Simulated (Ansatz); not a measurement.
System: dihydroxy(dimethyl)silane, C2H8O2Si, charge 0, multiplicity 1. SMILES: C[Si](C)(O)O
Geometry from a B3LYP-D3(BJ)/def2-TZVP (Ansatz, an electronic-structure program) optimisation:
```
Si
O 1 1.6566
H 2 0.9605 1 117.63
O 1 1.6566 2 111.01 3 -60.32
H 4 0.9605 1 117.63 2 -60.32
C 1 1.8606 2 104.48 3 178.99
H 6 1.0918 1 110.94 2 178.70
H 6 1.0919 7 108.18 1 -121.82
H 6 1.0924 7 108.10 8 -116.17
C 1 1.8606 2 111.82 3 55.93
H 10 1.0918 1 110.94 2 58.55
H 10 1.0919 11 108.18 1 -121.82
H 10 1.0924 11 108.10 12 -116.17
```

CCSD(T) with Ansatz in growing basis sets, 32 correlated electrons. Cores are frozen in the correlated levels unless marked. Open shells are spin-unrestricted. Spin-orbit coupling is left out. No relativistic terms. Costs are ratios of core time to the smallest set, on shared machines of one kind, and rough; they hold the program's checks for lower states.

```csv
basis,functions,cost over smallest,E(corr) (Eh),electronic atomisation energy (kcal/mol)
cc-pV(D+d)Z,119,1×,-0.8342,1116.0
cc-pV(T+d)Z,271,20×,-1.0386,1190.5
```

Formally CCSD grows as o²v⁴ and (T) as o³v⁴; with o = 16 and v going from 94 to 246 both grow 47-fold in the last step, while integrals and the mean field grow more slowly. That step adds 204.4 mEh of correlation energy and 74.5 kcal/mol to the atomisation energy.
